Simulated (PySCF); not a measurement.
# Multinuclear NMR of C$_{5}$H$_{8}$F$_{3}$NSi

Atoms are numbered as in `[CH2:1]=[N:2][SiH2:3][C@@H:4]1[CH2:5][C@H:6]1[C:7]([F:8])([F:9])[F:10]`. Hydrogens are named by the atom that carries them. Ha(C1) is cis to Si3; Ha(C5) is cis to Si3 on the ring; Ha(Si3) is pro-R; Hb(Si3) is pro-S; Hb(C1) is trans to Si3; Hb(C5) is trans to Si3 on the ring.

Calculated, not measured (PySCF): shieldings: GIAO PBE0/pcSseg-1, structure optimised with GFN2-xTB. No relativistic terms, one computed conformer, rapidly exchanging positions averaged, gas phase.

**Question.** What are the 19F shifts?

**Answer.** 
```json
{"atoms": "F8/F9/F10", "environment": "fluorine of a CF3 group", "σ (ppm)": "255.4", "δ (ppm)": "-69.8"}
```

Shieldings were converted by a linear fit to measured shifts: 19F: δ = 146.13 − 0.903σ +14.6 on sp3 carbon (rms 6.0 ppm, 223 shifts, 7.0 ppm with the 5 outliers that the fit left out vs CFCl3, solution or neat liquid). Occasional misses reach two or three times the rms, and more in compound classes unlike the fitted ones.

On a 400 MHz spectrometer 19F resonates near 376.4 MHz, so 1 ppm is 376.4 Hz.

**Question.** Where does 29Si resonate?

**Answer.** 
```json
{"atoms": "Si3", "environment": "silicon bonded to C, N, 2 H", "σ (ppm)": "379.8", "δ (ppm)": "-32.2"}
```

Shieldings were converted by a linear fit to measured shifts: 29Si (scatter 8.9 ppm rms, 25.8 ppm with the 6 outliers that the fit left out vs TMS, solution or neat liquid). Occasional misses reach two or three times the rms, and more in compound classes unlike the fitted ones.

On a 300 MHz spectrometer 29Si resonates near 59.6 MHz, so 1 ppm is 59.6 Hz.

**Question.** Where does 15N resonate?

**Answer.** 
```tsv
atoms	environment	σ (ppm)	δ (ppm)
N2	imine nitrogen	-153.7	-6.4
```

Shieldings were converted by a linear fit to measured shifts: 15N (scatter 6.3 ppm rms vs CH3NO2, solution or neat liquid). A few per cent of atoms miss by over 2 rms, more outside the fitted compound classes.

On a 600 MHz spectrometer 15N resonates near 60.8 MHz, so 1 ppm is 60.8 Hz.
